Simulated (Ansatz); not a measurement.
```xyz
3

S    -1.0597    1.8047    0.5791
C    -0.4615    0.3649    0.6544
O     0.0480   -0.8613    0.7186
```

Basis set: cc-pVDZ (spherical functions). Correlated methods keep 7 orbitals frozen. Charge 0, multiplicity 1.

Computed with Ansatz (development build ahead of 0.2.0); the reference of a correlated method needn't be the lowest determinant of its kind. Restricted open shells among the atoms or ions are ROHF, correlated in semicanonical orbitals with singles.

Problem. Give the atomization energy at this shape (free ground-state atoms in the same class of orbitals less the molecule, no zero-point energy) of singlet COS by RHF-CCSD(T), RHF-CCSD.

Solution.

| method | atomization energy |
| --- | --- |
| RHF-CCSD(T) | 282.09 kcal/mol |
| RHF-CCSD | 267.81 kcal/mol |

Caution: no unrestricted run beside it, a lower state can exist; the shape is not the minimum.
